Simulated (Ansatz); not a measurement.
Cartesian coordinates (Å):
```xyz
7

C     -0.8473     0.1104    -0.0352
O      0.2640    -0.8123    -0.2232
C      1.4293    -0.3276     0.0216
N      2.4913     0.0759     0.2327
H     -0.8773     0.4361     1.0031
H     -1.7354    -0.4593    -0.2874
H     -0.7299     0.9616    -0.7038
```
Charge 0, multiplicity 1.

These are frozen-core CCSD(T)/cc-pVQZ // B3LYP-D3(BJ)/def2-TZVP run with Ansatz (an electronic-structure program) values and carry that method's errors.

| Quantity | Result |
|---|---|
| HF energy | -206.84343 Ha |
| MP2 correlation energy | -0.79568 Ha |

Question: Estimate the CCSD correlation energy, the (T) correction, the total energy and the T1 diagnostic.

Answer: 
| Property | Value |
|---|---|
| CCSD correlation energy | -0.80019 Ha |
| (T) correction | -0.03782 Ha |
| CCSD(T) total energy | -207.68145 Ha |
| T1 diagnostic | 0.014 |
